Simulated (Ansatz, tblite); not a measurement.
Removing and adding an electron: SnAu₂. Charge 0, multiplicity 1. Geometry: B3LYP-D4/def2-TZVP. Ansatz, gas phase; energy differences of separate SCF runs; the oxidised species was run as a doublet alone; the reduced species was run as a doublet alone.

```xyz
3

Au   -0.330    1.877    0.443
Au   -0.049   -1.831    0.687
Sn    0.379   -0.046   -1.129
```

In the def2 sets Au, Sn take a core potential; there is no spin–orbit coupling. The xTB rows come from tblite. HOMO above LUMO, or a gap near zero within one spin, warns that the state may not be the lowest or that an electron is smeared out. The structure comes from a short search, and lower isomers may exist.

```csv
level,−HOMO (eV),vertical IE (eV),−LUMO (eV),vertical EA (eV),HOMO–LUMO gap (eV),IE − EA (eV),remarks
GFN1-xTB,10.17,13.36,8.88,5.72,1.28,7.65,–
GFN2-xTB,8.88,12.25,6.46,3.16,2.42,9.09,–
PBE-D4/def2-TZVP,5.79,8.25,3.93,–,1.86,–,gap within one spin near zero (+1 doublet)
PBE-D4/def2-TZVPD,5.79,–,3.94,1.70,1.85,–,HOMO above zero (-1 doublet)
r2SCAN-D4/def2-TZVP,5.91,8.22,3.79,–,2.13,–,–
r2SCAN-D4/def2-TZVPD,5.91,–,3.80,1.79,2.11,–,HOMO above zero (-1 doublet)
PBE0-D4/def2-TZVP,6.38,8.08,3.15,–,3.22,–,–
PBE0-D4/def2-TZVPD,6.37,–,3.16,1.70,3.21,–,–
```

   A HOMO above zero means that the electron is unbound at that level or that self-interaction error raises the level; the energy of removing that electron tells which. Raw xTB energy differences between charge states are shifted by several eV; the methods need an empirical correction for them.
